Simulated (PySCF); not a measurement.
**Electrostatic potential from atomic charges**

Species: `CP(C)c1ccccn1`. Coordinates (GFN2-xTB, Å) and charges (e) from the PBE0/pcSseg-1 density (PySCF):

| atom | x | y | z | Mulliken | IAO | Hirshfeld | ESP-fitted |
| --- | --- | --- | --- | --- | --- | --- | --- |
| C1 | -2.201 | -0.899 | -0.531 | -0.4552 | -0.6044 | -0.1670 | -0.3329 |
| P2 | -1.489 | -0.384 | 1.107 | +0.3200 | +0.5079 | +0.1420 | -0.3188 |
| C3 | -1.972 | 1.393 | 1.069 | -0.4445 | -0.6029 | -0.1708 | -0.2628 |
| C4 | 0.248 | -0.214 | 0.549 | -0.1062 | -0.0555 | +0.0137 | +0.8887 |
| C5 | 0.993 | -1.338 | 0.197 | -0.0839 | -0.1793 | -0.0559 | -0.8569 |
| C6 | 2.312 | -1.168 | -0.180 | -0.0053 | -0.1210 | -0.0309 | +0.3176 |
| C7 | 2.847 | 0.113 | -0.176 | -0.1859 | -0.1888 | -0.0558 | -0.5150 |
| C8 | 2.027 | 1.161 | 0.209 | +0.1619 | -0.0084 | +0.0160 | +0.3155 |
| N9 | 0.764 | 1.006 | 0.563 | -0.4432 | -0.2910 | -0.1412 | -0.5631 |
| H10 | -3.286 | -0.878 | -0.452 | +0.1444 | +0.1545 | +0.0430 | +0.1603 |
| H11 | -1.879 | -0.229 | -1.326 | +0.1397 | +0.1442 | +0.0376 | +0.1120 |
| H12 | -1.891 | -1.916 | -0.761 | +0.1428 | +0.1518 | +0.0398 | +0.1047 |
| H13 | -1.675 | 1.855 | 0.130 | +0.1383 | +0.1505 | +0.0344 | +0.0634 |
| H14 | -1.476 | 1.904 | 1.891 | +0.1518 | +0.1666 | +0.0404 | +0.0966 |
| H15 | -3.050 | 1.465 | 1.203 | +0.1387 | +0.1484 | +0.0405 | +0.1526 |
| H16 | 0.535 | -2.316 | 0.223 | +0.0930 | +0.1540 | +0.0511 | +0.3063 |
| H17 | 2.918 | -2.016 | -0.465 | +0.0981 | +0.1589 | +0.0578 | +0.0797 |
| H18 | 3.873 | 0.291 | -0.459 | +0.0966 | +0.1593 | +0.0541 | +0.1965 |
| H19 | 2.395 | 2.180 | 0.234 | +0.0986 | +0.1551 | +0.0505 | +0.0557 |

Points outside the species (Å): A (-3.3, 1.1, 6.8); B (1.2, 1.5, -7.8); C (-6.5, 4.7, -0.9).

**Question.** Find the potential V = 14.3996 V·Å × Σ q/r of each set of charges at these points.

**Answer.** In volts:

```
point  nearest atom  distance (Å)  Mulliken     IAO  Hirshfeld  ESP-fitted
    A           H14          5.30    -0.003  +0.030     -0.017      -0.130
    B           H11          7.37    -0.042  -0.071     -0.018      +0.016
    C           H15          5.18    +0.012  -0.057     -0.048      -0.005
```

**Question.** How far are the other sets from the ESP-fitted one at these points?

**Answer.** Root-mean-square difference: Hirshfeld 0.072 V, Mulliken 0.081 V, IAO 0.109 V. The ESP scheme fits charges at the nuclei, held to the total charge, to the electrostatic potential on points at 1.4 to 2.0 times the van der Waals radii.

**Question.** What energy would a point charge of +3 e have at A in the field of the ESP charges, leaving out polarisation?

**Answer.** -0.389 eV = -37.5 kJ/mol, an attraction.

The structure is a single GFN2-xTB conformer in the gas phase; no vibrational or solvent corrections.

Conformer computed: `[CH3:1][P:2]([CH3:3])[c:4]1[cH:5][cH:6][cH:7][cH:8][n:9]1`: C1–P2–C4–C5 -69°.
